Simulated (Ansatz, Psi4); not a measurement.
Two rigid molecules brought together: H3N ··· F- (SMILES N and [F-]) (charge -1), singlet. Monomers: optimised at B3LYP-D3(BJ) (def2-TZVP), held rigid. Orientation: lowest of the rigid-body minima from ten starts at GFN2-xTB. R is the distance of the centres of mass, along which the second monomer moves.

- PBE/def2-TZVPD, counterpoise-corrected (Psi4)
- PBE-D3(BJ)/def2-TZVPD, counterpoise-corrected (Psi4)
- wB97X-V/def2-TZVPD, counterpoise-corrected (Psi4)
- CCSD(T)/aug-cc-pVTZ = CCSD(T) on RHF/aug-cc-pVTZ, frozen core, counterpoise-corrected run with Ansatz (a quantum-chemistry and plane-wave program)

Interaction energies in kcal/mol; the last columns give the difference from CCSD(T):

| R / Å | PBE/def2-TZVPD | PBE-D3(BJ)/def2-TZVPD | wB97X-V/def2-TZVPD | CCSD(T)/aug-cc-pVTZ | PBE/def2-TZVPD − CCSD(T)/aug-cc-pVTZ | PBE-D3(BJ)/def2-TZVPD − CCSD(T)/aug-cc-pVTZ | wB97X-V/def2-TZVPD − CCSD(T)/aug-cc-pVTZ |
|---|---|---|---|---|---|---|---|
| 2.12 | 6.47 | 6.15 | 7.27 | 6.83 | -0.37 | -0.68 | 0.44 |
| 2.17 | 1.05 | 0.73 | 1.75 | 1.37 | -0.33 | -0.64 | 0.38 |
| 2.36 | -10.61 | -10.96 | -10.20 | -10.50 | -0.12 | -0.46 | 0.30 |
| 2.65 | -14.89 | -15.21 | -14.70 | -14.87 | -0.02 | -0.33 | 0.18 |
| 2.81 | -14.55 | -14.84 | -14.40 | -14.50 | -0.06 | -0.34 | 0.10 |
| 2.96 | -13.61 | -13.87 | -13.48 | -13.51 | -0.10 | -0.36 | 0.04 |
| 3.40 | -10.12 | -10.31 | -9.98 | -9.93 | -0.19 | -0.38 | -0.06 |
| 3.64 | -8.45 | -8.61 | -8.30 | -8.23 | -0.22 | -0.37 | -0.07 |
| 4.08 | -6.13 | -6.23 | -5.96 | -5.89 | -0.23 | -0.33 | -0.06 |
| 4.94 | -3.52 | -3.56 | -3.39 | -3.35 | -0.17 | -0.21 | -0.04 |
| 5.80 | -2.23 | -2.24 | -2.17 | -2.14 | -0.09 | -0.10 | -0.03 |
| 7.12 | -1.27 | -1.28 | -1.28 | -1.26 | -0.02 | -0.02 | -0.02 |

PBE/def2-TZVPD is furthest from CCSD(T)/aug-cc-pVTZ at 2.12 (-0.37 kcal/mol, below); its mean absolute difference over the points is 0.16 kcal/mol.

PBE-D3(BJ)/def2-TZVPD is furthest from CCSD(T)/aug-cc-pVTZ at 2.12 (-0.68 kcal/mol, below); its mean absolute difference over the points is 0.35 kcal/mol.

wB97X-V/def2-TZVPD is furthest from CCSD(T)/aug-cc-pVTZ at 2.12 (0.44 kcal/mol, above); its mean absolute difference over the points is 0.14 kcal/mol.
